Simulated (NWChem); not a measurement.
A series in which one site is exchanged, each optimised at PBE0/def2-SVP with NWChem, gas phase unless a solvent is named. Some are not confirmed as minima by frequencies. def2 effective core potentials on I; no spin-orbit coupling.

A: [Zn]([Cl])[I] (ZnICl; site = Cl)
B: [I][Zn][I] (ZnI$_{2}$; site = I)
C: [Br][Zn][I] (ZnIBr; site = Br)
D: [I][ZnH] (ZnHI; site = H)

Task: Rank them by vertical ionisation energy, ΔSCF, CAM-B3LYP/def2-SVP (eV), lowest first.

Result: B (9.88), C (10.18), A (10.29), D (10.92)
